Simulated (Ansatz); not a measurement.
Ansatz results at the PBE0-D4/def2-TZVP geometry: LUMO energy (PBE/def2-TZVPP) -2.87 eV; HOMO–LUMO gap (PBE0/def2-TZVPP) 5.09 eV; HOMO–LUMO gap (ωB97M-V/def2-TZVPP) 9.27 eV.

Each molecule was computed in one conformer, which needn't be the lowest.

(1) Which molecule gave them?
A. `FB1OC[SiH]1Cl`
B. `F[SiH2]C(F)S`
C. `N=[CH][GaH][OH]`
D. `[NH2][GaH][CH]=O`

Results:

(1) C. The others give `[NH2][GaH][CH]=O`: -2.94, 4.59, 8.87; `F[SiH2]C(F)S`: -1.22, 7.40, 11.41; `FB1OC[SiH]1Cl`: -2.12, 6.94, 11.08.
